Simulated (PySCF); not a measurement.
## Worked example: chemical shift, span and skew from a shielding tensor

C5H3N3, SMILES N#Cc1cnccn1. Atoms are numbered in the order given.

```xyz
11

N      0.0171    -3.1526     0.0000
C      0.0464    -1.9949     0.0000
C      0.0365    -0.5552     0.0000
C     -1.1842     0.1380     0.0000
N     -1.2203     1.4635     0.0000
C     -0.0530     2.0973     0.0000
C      1.1620     1.4040     0.0000
N      1.2098     0.0799     0.0000
H     -2.1352    -0.4045     0.0000
H     -0.0732     3.1924     0.0000
H      2.1164     1.9409     0.0000
```

Coordinates come from a PBE0-D3(BJ)/def2-SVP optimisation.

GIAO shieldings from PBE/pcSseg-1 in PySCF, non-relativistic, no solvent. The symmetric part of the tensor of C7 has the principal values -72.7, 25.4, 143.2 ppm. The same nucleus in TMS has σ = 182.0 ppm at this level (PySCF, at its B3LYP-D3(BJ)/def2-TZVP geometry).

Work out the isotropic shielding, the ¹³C shift against TMS, the span and the skew.


σ(iso) = (σ11 + σ22 + σ33)/3 = 32.0 ppm. δ = σ(ref) − σ(iso) = 182.0 − (32.0) = 150.0 ppm.
Span Ω = σ33 − σ11 = 215.9 ppm. Skew κ = 3(σ(iso) − σ22)/Ω = 0.09. Tumbling in solution averages the tensor to δ; in a static solid the shielding alone would spread this spin-1/2 line over Ω.
